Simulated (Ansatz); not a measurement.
Species: CH2S3, SMILES `S=C(S)S` (S–C–S–H torsion 0°, S–C–S–H torsion -180°) (charge 0, multiplicity 1).

Problem. Give a relaxed geometry from B3LYP-D3(BJ)/def2-TZVP in Ansatz (a program for electronic structure).

Solution. One answer among several that fit: the end point of this relaxation, one of several conformers (outside a Z-matrix the atoms follow the SMILES, hydrogens last).
Bonds (Å): S1–C2 1.629, C2–S3 1.757, C2–S4 1.752, S3–H5 1.344, S4–H6 1.349. Angles (°): S1–C2–S3 126.0, S1–C2–S4 120.1, S3–C2–S4 114.0, C2–S3–H5 95.5, C2–S4–H6 98.8.
